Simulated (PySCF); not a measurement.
NMR data simulated for an unnamed compound:

1H NMR (500 MHz, computed): δ 7.56 (m, 1H), 7.51 (m, 1H), 6.73 (m, 1H), 2.47 (s, 3H).

13C{1H} NMR (computed): δ 192.9 (C), 161.9 (C), 151.0 (CH), 122.3 (CH), 118.6 (CH), 28.8 (CH3).

- geometry from PBE0-D3(BJ)/def2-TZVP
- shieldings: GIAO B97-2/pcSseg-2
- code: PySCF
- in vacuum, a single conformation, non-relativistic Hamiltonian, one averaged value for each set of equivalent atoms

Scale: 1H and 13C vs TMS (reference shieldings calculated alike).

Question: Which of these does the molecule contain: an amide, a heteroaromatic ring, a ketone, a Si–H bond, an NH or NH2 group?

Answer: 
- An amide: no.
- A heteroaromatic ring: yes.
- A ketone: yes (δC 192.9).
- A Si–H bond: no.
- An NH or NH2 group: no.

The data belong to SMILES CC(=O)c1ccco1, C$_{6}$H$_{6}$O$_{2}$; they needn't prove each group on their own.

Carbon signals by region: 2 in the far downfield region (above 160 ppm), 3 in the sp2 and nitrile region (100–160 ppm), 1 below 50 ppm. Above 160 ppm: 192.9, ketone carbonyl carbon, 161.9, substituted aromatic carbon next to the ring oxygen.

Shifts are as computed. Against solution values, carbons near 30 ppm lie about +3 ppm off and those near 130 ppm about +7 ppm. Of 1211 compounds with measured shifts, 218 miss one by over three times the rms of a fit or turn the order of signals round; such compounds aren't used in these exercises. No couplings were computed; multiplicities are counted from neighbouring protons, with m where these are inequivalent, close in shift, in a saturated or five-membered ring or joined by F or P, and br s for small geminal =CH2 splittings.
